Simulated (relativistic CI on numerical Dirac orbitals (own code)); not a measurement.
**Tc5+: L2,3 absorption edge**

Computed with this model: Dirac-Coulomb-Breit CI, orbitals from a KLI potential per configuration, model QED, valence Slater integrals scaled by 0.8, multiplet model of core-to-valence dipole absorption; configurations [Kr] 4d2 → [He] 2s2 2p5 3s2 3p6 3d10 4s2 4p6 4d3; 300 K; Lorentzian 0.96 eV and Gaussian 0.5 eV FWHM. Energies are those of the free ion, without screening or charge transfer. The branching ratio is the share of the lower-energy edge in the whole absorption, uncertain by about 0.02 where the edges overlap. S is read from ⟨S²⟩ = S(S + 1).

Field parameters in Wybourne normalisation: Oh B⁴₀ = 21Dq, B⁴₄ = √(5/14) B⁴₀. The field is a parameter set, without covalency.

Peaks in eV (height, largest 100): 2688.0 (100), 2802.4 (16), 2804.5 (18).

Which surroundings give this spectrum?
A. free ion
B. Oh, 10Dq = 29950 cm⁻¹
C. Oh, 10Dq = 19250 cm⁻¹
D. Oh, 10Dq = 8500 cm⁻¹

A. free ion, where the ground state has S = 0.99.
